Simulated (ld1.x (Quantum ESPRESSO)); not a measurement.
## carbon: one change to an ultrasoft potential, before and after

```
Element                 : C (Z = 6)
Generator               : ld1.x (Quantum ESPRESSO) 7.5
Type                    : ultrasoft
Functional              : PBE
Relativity              : scalar-relativistic
Frozen core             : [He]
Valence charge          : 4
Reference configuration : 2s2 2p2
Partial waves           : 2s (bound): rcut 1.10, rcutus 1.35 bohr; 2s channel at 0.25 Ry: rcut 1.10, rcutus 1.35 bohr; 2p (bound): rcut 2.75, rcutus 3.65 bohr; 2p channel at 0.85 Ry: rcut 2.75, rcutus 3.65 bohr; 3d channel at -0.15 Ry: rcut 2.55, rcutus 2.75 bohr; 3d channel at 0.2 Ry: rcut 2.55, rcutus 2.75 bohr
Local potential         : all-electron potential smoothed inside 1.85 bohr (lloc = -2)
Core correction         : none
Augmentation charge     : PSQ, inside the norm-conserving radii
```

All-electron outer shells of the reference configuration (PBE, scalar-relativistic, ld1.x):

```json
{"shell": "1s", "level (eV)": "-273.38", "outermost node (bohr)": "–", "outermost maximum (bohr)": "0.17"}
{"shell": "2s", "level (eV)": "-13.75", "outermost node (bohr)": "0.38", "outermost maximum (bohr)": "1.22"}
{"shell": "2p", "level (eV)": "-5.29", "outermost node (bohr)": "–", "outermost maximum (bohr)": "1.20"}
```

Change: waves 2s (bound): rcut 1.10, rcutus 1.98 bohr; 2s channel at 0.25 Ry: rcut 1.10, rcutus 1.98 bohr.

Cutoffs: the cutoffs (Ry, on a coarse ladder) from which the occupation-weighted sum of valence levels, in a spherical-Bessel basis at the reference potential, stays within 10 and 1 mRy of its value at 400 Ry; they do not see the model core or the augmentation charge, which bear on the density cutoff. Errors are all-electron minus pseudo energies relative to the spin-unpolarised reference configuration.

Task: How do hardness, ghosts and transferability respond?

Result: Both files are very soft, the changed one slightly harder (loose and tight cutoff 8 and 12 Ry → 10 and 12 Ry on this coarse ladder); the number of tests with a reliable result goes from 7 to 1 (the test run of the changed file stopped, so its transferability is not established); the range in which the s phases agree narrows (upper end at the end of the scan → 2.8); neither file shows a bound ghost.

```csv
quantity,base,changed
"cutoff, loose",8 Ry,10 Ry
"cutoff, tight",12 Ry,12 Ry
bound ghosts,none,none
tests with a reliable result,7 of 7,1 of 7 (the test run stopped)
"error for 2s2 2p1, meV [ΔE 10.86 eV]",+59,+64
s: phases at 3.96 bohr within 0.05 rad from the reference energy up to (Ry; the scan ends near 5),to the end of the scan,2.8
p: phases at 3.96 bohr within 0.05 rad from the reference energy up to (Ry; the scan ends near 5),2.8,2.8
d: phases at 3.96 bohr within 0.05 rad from the reference energy up to (Ry; the scan ends near 5),2.3,2.3
lowest overlap eigenvalue by channel,"s 0.65, p 0.81, d 0.90","s 0.58, p 0.81, d 0.90"
```
